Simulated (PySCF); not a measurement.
Gas-phase reaction: 2 SO3 + SF6 → 3 SO2 + 3 F2

Method: PySCF energies (xtb for GFN2) plus ideal-gas RRHO corrections (1 bar). 'Table' is the NASA 1993 thermochemical table (part measured, part estimated). † marks an energy on the PBE0/def2-TZVP geometry and frequencies; other levels use their own. CCSD(T) freezes the core. All species are closed-shell singlets. CCSD(T) isn't extrapolated to the basis-set limit; its ΔH°(298 K) is 868.5 kJ in def2-SVP and 1101.6 kJ in def2-TZVPP. The harmonic model lacks anharmonicity and excited electronic states, which grow with temperature; levels with a mode under 35 cm⁻¹ are left out. Warning, large T1 diagnostic: SO2 (CCSD(T)/def2-SVP†).

| level | ΔH°(298 K), kJ | minus table | ΔG°(600 K), kJ |
|---|---|---|---|
| table | 1121.5 | - | 792.6 |
| BLYP/def2-TZVP† | 939.0 | -182.5 | 612.2 |
| CCSD(T)/def2-SVP† | 868.5 | -253.0 | 541.7 |
| GFN2-xTB | 1276.0 | 154.5 | 961.6 |
| HF/def2-TZVP† | 1227.1 | 105.6 | 900.3 |
| M06-2X/def2-TZVP† | 1200.2 | 78.7 | 873.4 |
| PBE0/def2-QZVP† | 1183.8 | 62.3 | 857.0 |
| PBE0/def2-SVP† | 1032.7 | -88.8 | 705.9 |
